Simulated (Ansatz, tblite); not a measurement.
Removing an electron: SnH4. The state is a singlet with charge 0. Geometry: PBE-D4/def2-TZVP. Ansatz, gas phase; energy differences of separate SCF runs; the oxidised species was run as a doublet alone.

```tsv
atom	x (Å)	y (Å)	z (Å)
Sn1	0.0001	0.0000	-0.0002
H2	1.2885	1.1053	0.2512
H3	-0.4444	0.0058	-1.6577
H4	-1.3473	0.4662	0.9551
H5	0.5031	-1.5773	0.4516
```

In the def2 sets Sn takes a core potential; there is no spin–orbit coupling. The xTB rows come from tblite. Correlated methods freeze 4 core orbitals; core or outer-core shells of Sn are correlated, in sets that lack core-valence functions. HOMO above LUMO, or a gap near zero within one spin, warns that the state may not be the lowest or that an electron is smeared out.

```csv
level,−HOMO (eV),vertical IE (eV),−LUMO (eV),HOMO–LUMO gap (eV),remarks
GFN1-xTB,12.79,16.13,4.02,8.77,–
GFN2-xTB,12.02,15.26,4.60,7.42,–
HF/def2-TZVPP,–,10.89,–,–,–
PBE-D4/def2-TZVP,7.92,11.20,0.40,7.52,gap within one spin near zero (+1 doublet)
r2SCAN-D4/def2-TZVP,8.24,11.36,0.02,8.22,–
PBE0-D4/def2-TZVP,9.15,11.49,-0.57,9.72,–
MP2/def2-TZVPP,–,11.65,–,–,–
CCSD/def2-TZVPP,–,11.68,–,–,–
CCSD(T)/def2-TZVPP,–,11.68,–,–,–
```

  Raw xTB energy differences between charge states are shifted by several eV; the methods need an empirical correction for them.
